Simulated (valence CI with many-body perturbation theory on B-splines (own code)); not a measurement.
Results of a calculation; reference values are marked as such.
Hyperfine factors and g values of I XX

Method: configuration interaction combined with many-body perturbation theory (CI+MBPT): six valence electrons over a frozen Dirac-Fock core [Ar] 3d10, a basis of 9 s, 9 p, 8 d, 6 f, 3 g, 1 h functions for each j, with the one-electron correlation potential Σ1, the two-electron term Σ2, the three-electron term Σ3, Breit, model QED; selected CI, second order for the rest, scaled by the run's own slope (own B-spline code, finite nucleus).

No measured levels were compared; by estimate levels hold to about 250 cm⁻¹ or 0.2 % of their energy and the worst to 1 %, as in measured heavy ions of charge 2 to 7; those with d or f electrons hold less well. Among the levels kept, up to 1000 cm⁻¹ of a level comes from second order outside the variational space, and about a tenth of that is noise between levels of different J, which matters for small intervals.

A/g_I is the dipole constant over the nuclear g factor μ/I (μ in nuclear magnetons, uniformly magnetised nucleus), B/Q the quadrupole constant per barn. Both hold the static response of the core; the bare values leave it out. Large factors of s and p1/2 electrons are usually good to 5 to 10 %; those of open d and f shells near neutrality can be off by tens of per cent, and small factors of p3/2, d and f electrons come from cancelling terms and can be off by a factor of two or in sign, in half-filled shells by more. B is blank for J = 1/2, where it vanishes, and for nearly pure S terms. Energies count from the lowest level. Levels with J = 0 are left out.

Levels are named by their leading jj configuration (3d3/2^4 stands for four electrons in 3d with j = 3/2), which in mixed levels can hold well under half, so a name can repeat and another be missing. Letters in brackets count levels of one name in rising energy.

```tsv
Level	E (cm⁻¹)	g	A/g_I (MHz)	A/g_I bare	B/Q (MHz/b)	B/Q bare
(4s^2 4p1/2^2 4p3/2^2) J=2	0	1.384	12300	11600	8100	7680
(4s^2 4p1/2 4p3/2^3) J=1	106830	1.500	-4060	-4050	-11900	-11200
(4s^2 4p1/2 4p3/2^3) J=2	129370	1.114	29700	28200	-32000	-30300
(4s 4p1/2^2 4p3/2^3) J=2	503830	1.498	68500	65300	-22000	-20900
(4s 4p1/2^2 4p3/2^3) J=1	544050	1.355	-12300	-11800	3440	3270
(4s^2 4p1/2^2 4p3/2 4d3/2) J=2	643350	1.080	8420	8020	-1870	-1770
(4s^2 4p1/2^2 4p3/2 4d3/2) J=3	649840	1.278	6750	6440	9530	9030
(4s^2 4p1/2^2 4p3/2 4d3/2) J=1	655130	1.250	70900	67600	-8380	-7920
(4s 4p1/2 4p3/2^4) J=1	665140	1.268	49100	46900	-10300	-9750
(4s^2 4p1/2^2 4p3/2 4d5/2) J=4	667980	1.357	4430	4210	12000	11400
(4s^2 4p1/2^2 4p3/2 4d5/2) J=2	685110	1.302	3330	3260	-8870	-8400
(4s^2 4p1/2^2 4p3/2 4d5/2) J=3	716500	1.080	5460	5270	16600	15700
(4s^2 4p1/2 4p3/2^2 4d3/2) J=1 [a]	732460	0.741	12200	11800	-1130	-1080
(4s^2 4p1/2 4p3/2^2 4d3/2) J=2 [a]	737500	0.973	19900	19000	-19900	-18800
(4s^2 4p1/2 4p3/2^2 4d3/2) J=3 [a]	748350	1.141	16500	15800	-12200	-11600
(4s^2 4p1/2 4p3/2^2 4d3/2) J=1 [b]	756970	0.684	6920	6790	-3140	-2980
(4s^2 4p1/2 4p3/2^2 4d5/2) J=3 [a]	757940	1.243	748	752	8420	7960
(4s^2 4p1/2 4p3/2^2 4d5/2) J=4 [a]	764060	1.194	8050	7730	9600	9080
(4s^2 4p1/2 4p3/2^2 4d3/2) J=4	773210	1.186	10800	10400	12500	11900
(4s^2 4p1/2 4p3/2^2 4d5/2) J=4 [b]	787440	1.102	15800	15100	-3860	-3680
(4s^2 4p1/2 4p3/2^2 4d5/2) J=5	794170	1.199	14100	13500	4780	4510
(4s^2 4p1/2 4p3/2^2 4d3/2) J=2 [b]	795960	0.922	21200	20300	11400	10800
(4s^2 4p1/2 4p3/2^2 4d5/2) J=1 [a]	811380	1.278	12000	11700	2690	2560
(4s^2 4p1/2 4p3/2^2 4d5/2) J=2 [a]	829810	1.235	-6430	-5960	18600	17600
(4s^2 4p1/2 4p3/2^2 4d5/2) J=2 [b]	838270	1.146	11400	10900	8890	8420
(4s^2 4p1/2 4p3/2^2 4d5/2) J=3 [b]	843770	1.122	14100	13600	8720	8240
(4s^2 4p1/2 4p3/2^2 4d5/2) J=3 [c]	851140	1.142	11800	11300	388	360
(4s^2 4p1/2 4p3/2^2 4d3/2) J=1 [c]	856310	1.274	10700	9990	-9020	-8540
(4s^2 4p1/2 4p3/2^2 4d5/2) J=2 [c]	857400	1.189	17600	16800	-728	-705
(4s^2 4p1/2 4p3/2^2 4d5/2) J=1 [b]	873600	1.643	18200	17400	821	784
(4s^2 4p1/2 4p3/2^2 4d3/2) J=3 [b]	875120	1.166	8070	7690	6070	5770
(4s^2 4p1/2 4p3/2^2 4d3/2) J=1 [d]	905690	0.926	-3570	-3180	3860	3660
```

Q: Take the isotope of mass number 129, with I = 7/2, μ = 2.6165 μN and Q = -0.483 b. What is the hyperfine structure of (4s 4p1/2^2 4p3/2^3) J=1?

A: From the table A = -9200 MHz, B = -1660 MHz. Shifts from the centre of gravity in MHz: F = 5/2: 40500, F = 7/2: 10400, F = 9/2: -32600.
